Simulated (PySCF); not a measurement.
HCl$_{2}$OZr (SMILES [OH][Zr]([Cl])[Cl]), doublet, geometry from GFN2-xTB (such geometries of metal compounds can be far from the true shape) (the multiplicity is a formal guess) (core potentials on Zr); BLYP/def2-SVP run with PySCF.

Input for PySCF:
```python
from pyscf import gto, scf, dft

mol = gto.M(
    atom='''
Zr    0.27320782   -0.10491578    0.18567187
Cl   -1.68830547   -1.18329808   -0.07459920
Cl    0.09185811    1.79635712   -1.01034545
O     1.71735808   -0.65949052    1.16711550
H     2.47242749   -0.94944817    1.68026021
''',
    basis='def2-svp',
    ecp={'Zr': 'def2-svp'},
    spin=1,
    verbose=4,
)

mf = dft.UKS(mol)
mf.xc = 'blyp'
mf.conv_tol = 1e-4
mf.kernel()
mf.analyze()
```

The log (banner, timings and long lists left out):

```
PySCF version 2.14.0

[INPUT] verbose = 4
[INPUT] num. atoms = 5
[INPUT] num. electrons = 55
[INPUT] charge = 0
[INPUT] spin (= nelec alpha-beta = 2S) = 1
[INPUT] symmetry False subgroup None
[INPUT] Mole.unit = angstrom
[INPUT] Symbol           X                Y                Z      unit          X                Y                Z       unit  Magmom
[...]
nuclear repulsion = 216.053911994379
number of shells = 36
number of NR pGTOs = 160
number of NR cGTOs = 86
basis = def2-svp
ecp = {'Zr': 'def2-svp'}

******** <class 'pyscf.dft.uks.UKS'> ********
method = UKS
initial guess = minao
damping factor = 0
level_shift factor = 0
DIIS = <class 'pyscf.scf.diis.CDIIS'>
diis_start_cycle = 1
diis_space = 8
diis_damp = 0
SCF conv_tol = 0.0001
SCF conv_tol_grad = None
SCF max_cycles = 50
direct_scf = True
direct_scf_tol = 1e-13
number electrons alpha = 28  beta = 27
XC library pyscf.dft.libxc version 7.1.2
    S. Lehtola, C. Steigemann, M. J. T. Oliveira, and M. A. L. Marques,  SoftwareX 7, 1–5 (2018)
XC functionals = blyp
    A. D. Becke,  Phys. Rev. A 38, 3098 (1988)
    C. Lee, W. Yang, and R. G. Parr,  Phys. Rev. B 37, 785 (1988)
    B. Miehlich, A. Savin, H. Stoll, and H. Preuss,  Chem. Phys. Lett. 157, 200 (1989)
radial grids:
    Treutler-Ahlrichs [JCP 102, 346 (1995); DOI:10.1063/1.469408] (M4) radial grids

becke partition: Becke, JCP 88, 2547 (1988); DOI:10.1063/1.454033
pruning grids: <function nwchem_prune>
grids dens level: 3
symmetrized grids: False
atomic radii adjust function: <function treutler_atomic_radii_adjust>
small_rho_cutoff = 0
Set gradient conv threshold to 0.01
tot grids = 84040
init E= -1037.2460400241

cycle= 1 E= -1041.5461663791  delta_E= -4.3  |g|= 1.71  |ddm|=  3.3
cycle= 2 E= -1032.92050482324  delta_E= 8.63  |g|= 3.22  |ddm|= 7.74

cycle= 3 E= -1041.69470178971  delta_E= -8.77  |g|= 1.53  |ddm|= 7.12
cycle= 4 E= -1042.98157137517  delta_E= -1.29  |g|= 0.414  |ddm|=  2.4
cycle= 5 E= -1043.05940400886  delta_E= -0.0778  |g|= 0.068  |ddm|= 0.38
cycle= 6 E= -1043.0617042698  delta_E= -0.0023  |g|= 0.0361  |ddm|= 0.145
cycle= 7 E= -1043.06239372282  delta_E= -0.000689  |g|= 0.00987  |ddm|= 0.0528
cycle= 8 E= -1043.06244221256  delta_E= -4.85e-05  |g|= 0.00134  |ddm|= 0.0114
Extra cycle  E= -1043.06243938135  delta_E= 2.83e-06  |g|= 0.00297  |ddm|= 0.00383
converged SCF energy = -1043.06243938135  <S^2> = 0.75125894  2S+1 = 2.0012585
**** SCF Summaries ****
Total Energy =                       -1043.062439381345939
[...]
spin_pop of  0 Zr 5dxy      0.05404
spin_pop of  0 Zr 5dyz      0.03702
spin_pop of  0 Zr 5dz^2     0.02547
spin_pop of  0 Zr 5dxz      0.00143
spin_pop of  0 Zr 5dx2-y2    0.00118
spin_pop of  0 Zr 4f-3      0.00110
spin_pop of  0 Zr 4f-2      0.00038
spin_pop of  0 Zr 4f-1     -0.00006
spin_pop of  0 Zr 4f+0      0.00001
spin_pop of  0 Zr 4f+1      0.00007
spin_pop of  0 Zr 4f+2      0.00069
spin_pop of  0 Zr 4f+3      0.00005
spin_pop of  1 Cl 1s        0.00000
spin_pop of  1 Cl 2s        0.00000
spin_pop of  1 Cl 3s        0.00479
spin_pop of  1 Cl 4s        0.00388
spin_pop of  1 Cl 2px      -0.00000
spin_pop of  1 Cl 2py      -0.00000
spin_pop of  1 Cl 2pz      -0.00000
spin_pop of  1 Cl 3px      -0.00473
spin_pop of  1 Cl 3py      -0.00305
spin_pop of  1 Cl 3pz      -0.00519
spin_pop of  1 Cl 4px       0.00002
spin_pop of  1 Cl 4py       0.00060
spin_pop of  1 Cl 4pz       0.00011
spin_pop of  1 Cl 3dxy      0.00025
spin_pop of  1 Cl 3dyz      0.00035
spin_pop of  1 Cl 3dz^2     0.00040
spin_pop of  1 Cl 3dxz      0.00031
spin_pop of  1 Cl 3dx2-y2    0.00002
spin_pop of  2 Cl 1s        0.00000
spin_pop of  2 Cl 2s        0.00000
spin_pop of  2 Cl 3s        0.00992
spin_pop of  2 Cl 4s        0.00849
spin_pop of  2 Cl 2px      -0.00000
spin_pop of  2 Cl 2py      -0.00000
spin_pop of  2 Cl 2pz      -0.00000
spin_pop of  2 Cl 3px      -0.00209
spin_pop of  2 Cl 3py      -0.00482
spin_pop of  2 Cl 3pz      -0.00633
spin_pop of  2 Cl 4px       0.00088
spin_pop of  2 Cl 4py       0.00033
spin_pop of  2 Cl 4pz       0.00021
spin_pop of  2 Cl 3dxy      0.00016
spin_pop of  2 Cl 3dyz      0.00077
spin_pop of  2 Cl 3dz^2     0.00023
spin_pop of  2 Cl 3dxz      0.00008
spin_pop of  2 Cl 3dx2-y2    0.00005
spin_pop of  3 O 1s        0.00000
spin_pop of  3 O 2s        0.00132
spin_pop of  3 O 3s        0.00416
spin_pop of  3 O 2px      -0.00257
spin_pop of  3 O 2py      -0.00326
spin_pop of  3 O 2pz      -0.00638
spin_pop of  3 O 3px       0.00078
spin_pop of  3 O 3py       0.00048
spin_pop of  3 O 3pz       0.00090
spin_pop of  3 O 3dxy      0.00005
spin_pop of  3 O 3dyz      0.00002
spin_pop of  3 O 3dz^2     0.00002
spin_pop of  3 O 3dxz      0.00001
spin_pop of  3 O 3dx2-y2    0.00000
spin_pop of  4 H 1s        0.00573
spin_pop of  4 H 2s        0.00373
spin_pop of  4 H 2px       0.00004
spin_pop of  4 H 2py       0.00002
spin_pop of  4 H 2pz      -0.00000
In total            28.00000 | 27.00000
Dipole moment(X, Y, Z, Debye):  2.68843, -1.03238,  1.82704
```
